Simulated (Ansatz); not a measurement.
Species: sum formula Si3H5F2, charge 0, multiplicity 2. It need not be the lowest isomer of its formula. SMILES: [Si](F)([SiH2])(F)[SiH3]
Structure (B3LYP-D3(BJ)/def2-TZVP (Ansatz, a quantum-chemistry and plane-wave program) minimum search):
```xyz
10

F     -0.0130     1.2883    -1.3551
Si     0.0711     0.3914    -0.0261
F      0.2872     1.4042     1.2009
Si     1.9683    -0.9611    -0.1876
Si    -1.9934    -0.6999     0.2659
H      2.2087    -1.7570     1.0432
H      1.9259    -1.8661    -1.3646
H     -3.1080     0.2734     0.3527
H     -2.2106    -1.6088    -0.8842
H     -1.9292    -1.5003     1.5113
```
Charge 0, spin multiplicity 2.

Atomisation energy built up term by term with Ansatz (kcal/mol; UHF references for open shells; valence terms freeze the core; atomic spin-orbit terms are left out). CBS marks a two-point X^-3 extrapolation of the correlation energy; Hartree-Fock from the larger set.

```csv
term,basis,kcal/mol
Hartree-Fock,cc-pV(Q+d)Z,585.07
CCSD correlation,"CBS(cc-pV(T+d)Z,cc-pV(Q+d)Z)",177.37
(T),"CBS(cc-pV(T+d)Z,cc-pV(Q+d)Z)",10.38
core correlation,cc-pwCVTZ,-0.31
scalar relativity (X2C),cc-pVTZ-DK against cc-pVTZ,-2.31
sum: De,,770.2
```

(T) makes 1.3 % of the CCSD(T) atomisation energy; under 5 % is typical of single-reference molecules.
